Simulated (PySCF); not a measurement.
NICS in rings of unrelated molecules.

NICS = −σ at a ghost point: NICS(0) at the centroid of the ring atoms, NICS(1) 1 Å to either side along the normal of their mean plane, zz for the tensor component along that normal. Level: GIAO PBE0/pcSseg-1 (PySCF, non-relativistic, gas phase) on the GFN2-xTB geometries, one conformer each. Atom numbers follow the mapped SMILES.

Question: Order these rings by mean NICS(1)zz, lowest (most negative) first (ppm).
A. ring C3–P4–P5–C6–P8 in `[CH3:1][CH2:2][c:3]1[p:4][p:5][c:6]([CH3:7])[p-:8]1` (charge -1)
B. ring C3–N4–N5–N6–C7 in `[CH2:1]=[CH:2][c:3]1[n:4][nH:5][n:6][c:7]1[C:8]([CH3:9])=[O:10]`
C. ring N4–N5–C6–C7–N12 in `[CH:1]#[C:2][CH2:3][n:4]1[n:5][cH:6][c:7]([C:8]([F:9])([F:10])[F:11])[n:12]1`
D. ring C4–C5–N6–N7–C8 in `[CH3:1][C@@H:2]([SH:3])[c:4]1[cH:5][n-:6][n:7][c:8]1[F:9]` (charge -1)
E. ring P6–C7–C8–C9–C11–C12 in `[F:1][C:2]([F:3])=[C:4]([F:5])[P:6]1[CH:7]=[CH:8][CH:9]([F:10])[CH:11]=[CH:12]1`
F. ring Si5–Si6–Si7–Si8 in `[CH3:1][CH:2]([CH3:3])[O:4][Si@@H:5]1[SiH2:6][SiH2:7][Si@@H:8]1[F:9]`

Answer: C (-33.0), B (-29.8), D (-28.2), A (-24.8), E (-4.7), F (3.3).

```json
{"SMILES": "C#CCn1ncc(C(F)(F)F)n1", "ring": "5-membered ring with 3 N; formal bonds all aromatic", "NICS(0)": "-14.0", "NICS(1)": "-13.4", "NICS(1)zz": "-33.0", "HOMA": "0.99", "rms pucker (Å)": "0.00", "ring atoms with four or more neighbours": "0"}
{"SMILES": "C=Cc1n[nH]nc1C(C)=O", "ring": "5-membered ring with 3 N; formal bonds all aromatic", "NICS(0)": "-12.3", "NICS(1)": "-12.4", "NICS(1)zz": "-29.8", "HOMA": "0.92", "rms pucker (Å)": "0.00", "ring atoms with four or more neighbours": "0"}
{"SMILES": "C[C@@H](S)c1c[n-]nc1F", "ring": "5-membered ring with 2 N; formal bonds all aromatic", "NICS(0)": "-13.2", "NICS(1)": "-11.5", "NICS(1)zz": "-28.2", "HOMA": "0.94", "rms pucker (Å)": "0.00", "ring atoms with four or more neighbours": "0"}
{"SMILES": "CCc1ppc(C)[p-]1", "ring": "5-membered ring with 3 P; formal bonds all aromatic", "NICS(0)": "-9.9", "NICS(1)": "-10.9", "NICS(1)zz": "-24.8", "HOMA": "–", "rms pucker (Å)": "0.00", "ring atoms with four or more neighbours": "0"}
{"SMILES": "FC(F)=C(F)P1C=CC(F)C=C1", "ring": "6-membered ring with P; formal bonds 2 double, 4 single", "NICS(0)": "-4.1", "NICS(1)": "-4.8", "NICS(1)zz": "-4.7", "HOMA": "–", "rms pucker (Å)": "0.26", "ring atoms with four or more neighbours": "1"}
{"SMILES": "CC(C)O[Si@@H]1[SiH2][SiH2][Si@@H]1F", "ring": "4-membered ring with 4 Si; formal bonds all single", "NICS(0)": "4.1", "NICS(1)": "-0.4", "NICS(1)zz": "3.3", "HOMA": "–", "rms pucker (Å)": "0.01", "ring atoms with four or more neighbours": "4"}
```

NICS(0) gives another order. The isotropic NICS(1) gives the same order. HOMA uses Krygowski's 1993 parameters; it is left out where a ring has a four-coordinate atom, a triple bond, no multiple bond or a kind of bond without parameters. NICS(1) and NICS(1)zz are means over the two faces.
